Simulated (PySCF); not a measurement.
PySCF input file for CH9NSi2, SMILES [SiH3]N(C)[SiH3], TDA-PBE0/def2-SVPD. Geometry optimised at ωB97X-D3(BJ)/def2-SVP.

```python
import numpy as np
from pyscf import gto, scf, dft, tdscf

mol = gto.M(
    atom='''
    Si    0.00551563    0.51597043   -1.54449895
    N    -0.06484112   -0.28578389    0.00000000
    C     0.01578932   -1.74842509   -0.00000000
    Si    0.00551563    0.51597043    1.54449895
    H    -1.05401262   -0.03025072   -2.44652831
    H     1.31696912    0.30654732   -2.23563127
    H    -0.20152035    1.97446977   -1.33077539
    H    -0.48853709   -2.17097460   -0.88607769
    H    -0.48853709   -2.17097461    0.88607767
    H     1.05891629   -2.11571776   -0.00000001
    H    -1.05401262   -0.03025073    2.44652830
    H    -0.20152035    1.97446977    1.33077539
    H     1.31696913    0.30654731    2.23563128
    ''',
    basis='def2-SVPD',
    charge=0,
    spin=0,
    symmetry=True,
    max_memory=1600,
    verbose=4,
)
mf = dft.RKS(mol, xc='pbe0').density_fit(auxbasis='def2-universal-jkfit')
mf.grids.level = 3
mf.conv_tol = 1e-9
mf.max_cycle = 100
mf.kernel()
mf.grids = dft.Grids(mol).set(level=1).build(with_non0tab=True)  # coarser grid for the response kernel
td = tdscf.TDA(mf)
td.singlet = True
td.nstates = 10
td.conv_tol = 1e-4
td.positive_eig_threshold = 1e-6
td.kernel(x0=td.get_init_guess(mf, 15))
td.analyze()
tt = tdscf.TDA(mf)
tt.singlet = False
tt.nstates = 4
tt.conv_tol = 1e-4
tt.positive_eig_threshold = 1e-6
tt.kernel(x0=tt.get_init_guess(mf, 9))
tt.analyze(verbose=3)
```

Output:

```
PySCF version 2.14.0

[INPUT] verbose = 4
[INPUT] num. atoms = 13
[INPUT] num. electrons = 50
[INPUT] charge = 0
[INPUT] spin (= nelec alpha-beta = 2S) = 0
[INPUT] symmetry True subgroup None
[INPUT] Mole.unit = angstrom
[INPUT] Symbol           X                Y                Z      unit          X                Y                Z       unit  Magmom
[INPUT]  1 Si     0.005515630000   0.515970430000  -1.544498950000 AA    0.010423030104   0.975042801074  -2.918680015178 Bohr   0.0
[INPUT]  2 N     -0.064841120000  -0.285783890000   0.000000000000 AA   -0.122531958410  -0.540053282913   0.000000000000 Bohr   0.0
[INPUT]  3 C      0.015789320000  -1.748425090000   0.000000000000 AA    0.029837490493  -3.304044569418   0.000000000000 Bohr   0.0
[INPUT]  4 Si     0.005515630000   0.515970430000   1.544498950000 AA    0.010423030104   0.975042801074   2.918680015178 Bohr   0.0
[INPUT]  5 H     -1.054012620000  -0.030250720000  -2.446528310000 AA   -1.991795183635  -0.057165575871  -4.623268461895 Bohr   0.0
[INPUT]  6 H      1.316969120000   0.306547320000  -2.235631270000 AA    2.488710951309   0.579290479019  -4.224730815814 Bohr   0.0
[INPUT]  7 H     -0.201520350000   1.974469770000  -1.330775390000 AA   -0.380818270026   3.731207106533  -2.514801020411 Bohr   0.0
[INPUT]  8 H     -0.488537090000  -2.170974600000  -0.886077690000 AA   -0.923201301792  -4.102547417387  -1.674444159187 Bohr   0.0
[INPUT]  9 H     -0.488537090000  -2.170974610000   0.886077670000 AA   -0.923201301792  -4.102547436284   1.674444121393 Bohr   0.0
[INPUT] 10 H      1.058916290000  -2.115717760000  -0.000000010000 AA    2.001061776941  -3.998127123278  -0.000000018897 Bohr   0.0
[INPUT] 11 H     -1.054012620000  -0.030250730000   2.446528300000 AA   -1.991795183635  -0.057165594768   4.623268442998 Bohr   0.0
[INPUT] 12 H     -0.201520350000   1.974469770000   1.330775390000 AA   -0.380818270026   3.731207106533   2.514801020411 Bohr   0.0
[INPUT] 13 H      1.316969130000   0.306547310000   2.235631280000 AA    2.488710970207   0.579290460122   4.224730834711 Bohr   0.0

nuclear repulsion = 229.823385334015
point group symmetry = Cs
symmetry origin: [ 5.29123315e-09  7.55890408e-10 -1.13383562e-09]
symmetry axis x: [ 1.00000000e+00  6.97773031e-10 -5.23274536e-10]
symmetry axis y: [-6.97773031e-10  1.00000000e+00 -2.68819031e-10]
symmetry axis z: [5.23274536e-10 2.68819198e-10 1.00000000e+00]
num. orbitals of irrep A' = 90
num. orbitals of irrep A" = 70
number of shells = 72
number of NR pGTOs = 234
number of NR cGTOs = 160
basis = def2-SVPD
ecp = {}


[settings echo left out]
init E= -676.580753124937
HOMO (A') = -0.287556534819142  LUMO (A') = -0.0443994496993718  gap/eV = 6.61664
cycle= 1 E= -676.636679668342  delta_E= -0.0559  |g|= 0.335  |ddm|= 4.23
HOMO (A') = -0.194667238019329  LUMO (A') = 0.0108676436744113  gap/eV = 5.59289
cycle= 2 E= -676.605015526845  delta_E= 0.0317  |g|= 0.497  |ddm|= 0.966
HOMO (A') = -0.262115239725949  LUMO (A') = 0.00163512217488515  gap/eV = 7.17701
cycle= 3 E= -676.661762423454  delta_E= -0.0567  |g|= 0.049  |ddm|= 0.562
HOMO (A') = -0.256895153093542  LUMO (A') = 0.00269384364783676  gap/eV = 7.06378
cycle= 4 E= -676.662329252656  delta_E= -0.000567  |g|= 0.011  |ddm|= 0.0865
HOMO (A') = -0.257874568022485  LUMO (A') = 0.00221472942486489  gap/eV = 7.07739
cycle= 5 E= -676.662357619878  delta_E= -2.84e-05  |g|= 0.00419  |ddm|= 0.0198
HOMO (A') = -0.257975738439654  LUMO (A') = 0.00219400374922518  gap/eV = 7.07958
cycle= 6 E= -676.662361899611  delta_E= -4.28e-06  |g|= 0.000503  |ddm|= 0.00564
HOMO (A') = -0.257862274005682  LUMO (A') = 0.00226960001373078  gap/eV = 7.07855
cycle= 7 E= -676.662361985459  delta_E= -8.58e-08  |g|= 8.22e-05  |ddm|= 0.00139
HOMO (A') = -0.257866713996705  LUMO (A') = 0.00226553097059412  gap/eV = 7.07856
cycle= 8 E= -676.662361987413  delta_E= -1.95e-09  |g|= 1.51e-05  |ddm|= 0.000219
HOMO (A') = -0.257865254518183  LUMO (A') = 0.00226602654409946  gap/eV = 7.07853
cycle= 9 E= -676.66236198748  delta_E= -6.67e-11  |g|= 3.12e-06  |ddm|= 3.86e-05
HOMO (A') = -0.257865451440921  LUMO (A') = 0.00226582025030542  gap/eV = 7.07853
Extra cycle  E= -676.662361987485  delta_E= -4.66e-12  |g|= 2.23e-06  |ddm|= 1.43e-05
converged SCF energy = -676.662361987485
tot grids = 45376
Overwritten attributes  positive_eig_threshold  of <class 'pyscf.tdscf.rks.TDA'>


******** <class 'pyscf.tdscf.rks.TDA'> for <class 'pyscf.df.df_jk.DFSymAdaptedRKS'> ********
nstates = 10 singlet
deg_eia_thresh = 1.000e-03
wfnsym = None
conv_tol = 0.0001
eigh lindep = 1e-12
eigh level_shift = 0
eigh max_cycle = 100


Excitation energies (eV)
[5.72695394 6.50126289 6.67145804 7.02577928 7.15696475 7.41371281
 7.60361051 7.64936131 8.06701295 8.13582447]

** Singlet excitation energies and oscillator strengths **
Excited State   1:   A'      5.72695 eV    216.49 nm  f=0.0002
      25 -> 26       -0.70252
Excited State   2:   A'      6.50126 eV    190.71 nm  f=0.0262
      25 -> 27       -0.53737
      25 -> 28       -0.44633
Excited State   3:   A'      6.67146 eV    185.84 nm  f=0.0288
      25 -> 27       -0.45197
      25 -> 28        0.53328
Excited State   4:   A"      7.02578 eV    176.47 nm  f=0.0029
      25 -> 29       -0.65403
      25 -> 31        0.23946
Excited State   5:   A'      7.15696 eV    173.24 nm  f=0.0027
      25 -> 30       -0.69322
Excited State   6:   A"      7.41371 eV    167.24 nm  f=0.0014
      25 -> 29       -0.23466
      25 -> 31       -0.65327
      25 -> 33        0.10222
Excited State   7:   A'      7.60361 eV    163.06 nm  f=0.0025
      25 -> 32        0.69867
Excited State   8:   A"      7.64936 eV    162.08 nm  f=0.0092
      25 -> 33       -0.68459
Excited State   9:   A"      8.06701 eV    153.69 nm  f=0.0157
      24 -> 26       -0.63024
      25 -> 34        0.28785
Excited State  10:   A"      8.13582 eV    152.39 nm  f=0.1196
      24 -> 26       -0.27983
      25 -> 34       -0.63359

** Transition electric dipole moments (AU) **
state          X           Y           Z        Dip. S.      Osc.
  1        -0.0162      0.0358      0.0000      0.0015      0.0002
  2         0.4049     -0.0241      0.0000      0.1645      0.0262
  3         0.4177      0.0429      0.0000      0.1763      0.0288
  4        -0.0000     -0.0000     -0.1291      0.0167      0.0029
  5         0.0400      0.1181      0.0000      0.0155      0.0027
  6        -0.0000      0.0000      0.0892      0.0080      0.0014
  7         0.1011     -0.0554     -0.0000      0.0133      0.0025
  8         0.0000     -0.0000     -0.2219      0.0492      0.0092
  9         0.0000      0.0000      0.2823      0.0797      0.0157
 10        -0.0000     -0.0000     -0.7747      0.6002      0.1196

** Transition velocity dipole moments (imaginary part, AU) **
state          X           Y           Z        Dip. S.      Osc.
  1         0.0005      0.0057     -0.0000      0.0000      0.0001
  2         0.0845      0.0027     -0.0000      0.0071      0.0199
  3         0.1160      0.0048      0.0000      0.0135      0.0367
  4         0.0000      0.0000     -0.0203      0.0004      0.0011
  5         0.0035      0.0119     -0.0000      0.0002      0.0004
  6        -0.0000     -0.0000      0.0167      0.0003      0.0007
  7         0.0354     -0.0087      0.0000      0.0013      0.0032
  8         0.0000      0.0000     -0.0441      0.0019      0.0046
  9        -0.0000      0.0000      0.0765      0.0059      0.0132
 10        -0.0000     -0.0000     -0.1638      0.0268      0.0598

** Transition magnetic dipole moments (imaginary part, AU) **
state          X           Y           Z
  1         0.0000     -0.0000     -0.2121
  2        -0.0000     -0.0000     -0.3632
  3         0.0000      0.0000     -0.0488
  4         0.0218     -0.7237     -0.0000
  5         0.0000     -0.0000      0.2262
  6         0.0775      0.7689      0.0000
  7         0.0000      0.0000     -0.6712
  8        -0.3291      1.3434      0.0000
  9         2.1567      0.1194      0.0000
 10         1.4844      0.3362      0.0000


******** <class 'pyscf.tdscf.rks.TDA'> for <class 'pyscf.df.df_jk.DFSymAdaptedRKS'> ********
nstates = 4 triplet
deg_eia_thresh = 1.000e-03
wfnsym = None
conv_tol = 0.0001
eigh lindep = 1e-12
eigh level_shift = 0
eigh max_cycle = 100


Excitation energies (eV)
[5.44461569 6.2727014  6.42491494 6.65353543]

** Triplet excitation energies and oscillator strengths **
Excited State   1:   A'      5.44462 eV    227.72 nm  f=0.0000
Excited State   2:   A'      6.27270 eV    197.66 nm  f=0.0000
Excited State   3:   A'      6.42491 eV    192.97 nm  f=0.0000
Excited State   4:   A'      6.65354 eV    186.34 nm  f=0.0000
```

Self-consistency was reached.

Cost: about 2.3 core-minutes (a rough figure).
